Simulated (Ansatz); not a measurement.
Reaction (atomization): `F[SiH](Cl)[GeH2][Cl]` → 2 Cl• + F• + Ge• + 3 H• + Si•

Program: Ansatz. Geometries: PBE0-D4/def2-TZVP. ΔE: electronic, gas phase. CCSD(T)/CBS is the MP2 limit (def2-TZVPP, def2-QZVPP) plus CCSD(T) − MP2 in def2-TZVPP, frozen cores. This one scheme is used for every species, atoms too. Functionals use def2-TZVPP. B3LYP here is the variant with VWN-RPA as its local correlation; programs differ in this. HSE06 is defined as in plane-wave codes. Open shells (•) are unrestricted, without spin–orbit coupling. Spin–orbit coupling would lower the free atoms: a little for Cl, F, Si; clearly for Ge. For Ge outer-core shells are correlated without core-valence functions, so the limit isn't a true one: a few kJ/mol of doubt a bond, and 10 to 20 or more in all where bonds break to atoms. Scalar relativity is left out up to krypton. One conformer a species, not always the lowest.

```json
{"level": "PBE-D4", "ΔE (kcal/mol)": "593.8", "difference from CCSD(T)/CBS": "-2.1"}
{"level": "revPBE-D4", "ΔE (kcal/mol)": "578.8", "difference from CCSD(T)/CBS": "-17.1"}
{"level": "r2SCAN-D4", "ΔE (kcal/mol)": "596.3", "difference from CCSD(T)/CBS": "0.4"}
{"level": "B97M-V", "ΔE (kcal/mol)": "601.9", "difference from CCSD(T)/CBS": "6.0"}
{"level": "PBE0-D4", "ΔE (kcal/mol)": "586.9", "difference from CCSD(T)/CBS": "-9.0"}
{"level": "B3LYP-D4", "ΔE (kcal/mol)": "584.0", "difference from CCSD(T)/CBS": "-11.9"}
{"level": "r2SCANh-D4", "ΔE (kcal/mol)": "592.1", "difference from CCSD(T)/CBS": "-3.8"}
{"level": "r2SCAN0-D4", "ΔE (kcal/mol)": "586.3", "difference from CCSD(T)/CBS": "-9.6"}
{"level": "HSE06-D4", "ΔE (kcal/mol)": "587.1", "difference from CCSD(T)/CBS": "-8.8"}
{"level": "BHLYP-D4", "ΔE (kcal/mol)": "573.3", "difference from CCSD(T)/CBS": "-22.6"}
{"level": "CAM-B3LYP-D4", "ΔE (kcal/mol)": "588.5", "difference from CCSD(T)/CBS": "-7.4"}
{"level": "ωB97X-V", "ΔE (kcal/mol)": "598.0", "difference from CCSD(T)/CBS": "2.1"}
{"level": "ωB97M-V", "ΔE (kcal/mol)": "592.1", "difference from CCSD(T)/CBS": "-3.8"}
{"level": "B2PLYP", "ΔE (kcal/mol)": "580.5", "difference from CCSD(T)/CBS": "-15.4"}
{"level": "PBE-QIDH", "ΔE (kcal/mol)": "588.7", "difference from CCSD(T)/CBS": "-7.2"}
{"level": "BLYP", "ΔE (kcal/mol)": "568.1", "difference from CCSD(T)/CBS": "-27.8"}
{"level": "r2SCAN", "ΔE (kcal/mol)": "594.9", "difference from CCSD(T)/CBS": "-1.0"}
{"level": "PBE0", "ΔE (kcal/mol)": "581.9", "difference from CCSD(T)/CBS": "-14.0"}
{"level": "B3LYP", "ΔE (kcal/mol)": "574.5", "difference from CCSD(T)/CBS": "-21.4"}
{"level": "r2SCANh", "ΔE (kcal/mol)": "590.6", "difference from CCSD(T)/CBS": "-5.3"}
{"level": "r2SCAN0", "ΔE (kcal/mol)": "584.6", "difference from CCSD(T)/CBS": "-11.3"}
{"level": "HSE06", "ΔE (kcal/mol)": "582.3", "difference from CCSD(T)/CBS": "-13.6"}
{"level": "BHLYP", "ΔE (kcal/mol)": "564.9", "difference from CCSD(T)/CBS": "-31.0"}
{"level": "CAM-B3LYP", "ΔE (kcal/mol)": "583.2", "difference from CCSD(T)/CBS": "-12.7"}
{"level": "LC-ωPBE", "ΔE (kcal/mol)": "584.0", "difference from CCSD(T)/CBS": "-11.9"}
{"level": "HF/def2-SVP", "ΔE (kcal/mol)": "426.9", "difference from CCSD(T)/CBS": "-169.0"}
{"level": "MP2/def2-SVP", "ΔE (kcal/mol)": "550.3", "difference from CCSD(T)/CBS": "-45.6"}
{"level": "CCSD/def2-SVP", "ΔE (kcal/mol)": "533.2", "difference from CCSD(T)/CBS": "-62.7"}
{"level": "CCSD(T)/def2-SVP", "ΔE (kcal/mol)": "539.3", "difference from CCSD(T)/CBS": "-56.6"}
{"level": "HF/def2-TZVPP", "ΔE (kcal/mol)": "439.1", "difference from CCSD(T)/CBS": "-156.8"}
{"level": "MP2/def2-TZVPP", "ΔE (kcal/mol)": "591.4", "difference from CCSD(T)/CBS": "-4.5"}
{"level": "SCS-MP2/def2-TZVPP", "ΔE (kcal/mol)": "584.2", "difference from CCSD(T)/CBS": "-11.7"}
{"level": "CCSD/def2-TZVPP", "ΔE (kcal/mol)": "568.8", "difference from CCSD(T)/CBS": "-27.1"}
{"level": "CCSD(T)/def2-TZVPP", "ΔE (kcal/mol)": "578.4", "difference from CCSD(T)/CBS": "-17.5"}
{"level": "HF/def2-QZVPP", "ΔE (kcal/mol)": "440.3", "difference from CCSD(T)/CBS": "-155.6"}
{"level": "MP2/def2-QZVPP", "ΔE (kcal/mol)": "601.9", "difference from CCSD(T)/CBS": "6.0"}
{"level": "SCS-MP2/def2-QZVPP", "ΔE (kcal/mol)": "595.7", "difference from CCSD(T)/CBS": "-0.2"}
{"level": "HF/CBS(def2)", "ΔE (kcal/mol)": "440.4", "difference from CCSD(T)/CBS": "-155.5"}
{"level": "MP2/CBS(def2)", "ΔE (kcal/mol)": "608.9", "difference from CCSD(T)/CBS": "13.0"}
{"level": "CCSD/CBS(def2)", "ΔE (kcal/mol)": "586.3", "difference from CCSD(T)/CBS": "-9.6"}
{"level": "CCSD(T)/CBS", "ΔE (kcal/mol)": "595.9", "difference from CCSD(T)/CBS": "0"}
```

Largest T1 diagnostic among the species: 0.012.

The D4 term adds +9.5 kcal/mol with B3LYP and +5.0 kcal/mol with PBE0; it sums over pairs of atoms, weighted by their polarisabilities, and B3LYP, whose exchange is more repulsive, gets the larger term. In def2-TZVPP, CCSD(T) changes the Hartree–Fock value by +139.3 kcal/mol (the triples alone add +9.6 kcal/mol) and MP2 by +152.3 kcal/mol; breaking electron pairs costs correlation energy, which Hartree–Fock lacks. From BLYP to BHLYP (50 % exact exchange), in def2-TZVPP and without D4, ΔE moves by −3.2 kcal/mol: exact exchange takes away binding that semilocal exchange gives to molecules.

For atomizations the MP2-based limit and the directly extrapolated one differ by several kJ/mol either way, and by 10 to 25 for some Ge, Se and Sn compounds, so smaller differences from it don't rank the levels.
